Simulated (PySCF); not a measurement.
A geometry optimisation on WO2(OH)2, `[O]=[W](=[O])([OH])[OH]`.

Method: PBE0-D3(BJ)/def2-SVP geometry optimisation, gas phase, def2 core potentials past Kr (PySCF 2.14.0). Start geometry: GFN2-xTB. The input is one job of a driver script: a line of settings, then coordinates in Å.

Input:
```
{"job": {"xc": "PBE0", "basis": "def2-SVP", "d3": "d3bj", "grid": 1, "maxiter": 30, "shake": 0.03, "kind": "geom"}, "charge": 0, "multiplicity": 1}
W      0.395840     0.004030     0.269800
O      0.207300     0.363380     1.916070
O      1.888190     0.151200    -0.280120
O     -0.564750     1.369680    -0.669920
H     -1.010100     2.184570    -1.026870
O     -0.360430    -1.599460    -0.124470
H     -0.464190    -2.575420    -0.153050
```

Output:
```
step   0  E = -368.78128190  max force = 0.191108
step   1  E = -368.80313335  max force = 0.082624
step   2  E = -368.81098812  max force = 0.023864
step   3  E = -368.81193254  max force = 0.012150
step   4  E = -368.81255839  max force = 0.007096
step   5  E = -368.81401563  max force = 0.009050
step   6  E = -368.81387324  max force = 0.010533
step   7  E = -368.81539736  max force = 0.004005
step   8  E = -368.81548573  max force = 0.002134
step   9  E = -368.81552523  max force = 0.000643
step  10  E = -368.81553095  max force = 0.000630
step  11  E = -368.81554797  max force = 0.000375
step  12  E = -368.81555084  max force = 0.000512
step  13  E = -368.81556366  max force = 0.000917
step  14  E = -368.81558727  max force = 0.001537
step  15  E = -368.81564310  max force = 0.002112
step  16  E = -368.81576460  max force = 0.002518
step  17  E = -368.81594238  max force = 0.002193
step  18  E = -368.81599802  max force = 0.000647
step  19  E = -368.81602089  max force = 0.000606
step  20  E = -368.81600826  max force = 0.000968
step  21  E = -368.81602726  max force = 0.000230
optimisation converged
```

Energies in Eh; «max force» is the largest Cartesian gradient component in Eh/bohr.

Give the first gradient maximum in eV/Å.

With 1 Eh/bohr = 51.422 eV/Å, 9.827 eV/Å.

At which steps does the energy rise by more than 1e-5 Eh?

At steps 6 (+0.14 mEh) and 20 (+0.01 mEh).

Summary of the converged run: final energy -368.81603 Eh after 21 steps; dipole 2.80 D.

Give the final coordinates.

0.259 Å rms from the input after alignment:
```
atom  x, y, z in Å
W1     0.2018    0.0603    0.2329
O2    -0.2649    0.5158    1.8066
O3     1.9041    0.1215    0.1726
O4    -0.5130    1.2777   -1.0095
H5    -0.9879    2.1034   -0.8703
O6    -0.3832   -1.6963   -0.1034
H7     0.1350   -2.4844   -0.2974
```

Time: 91 s of wall time; peak memory 0.38 GiB. Hardware: one thread of an Arm Neoverse V2, no GPU, on a shared host.
Labels such as C1 count atoms from 1, the log's own numbers from 0.
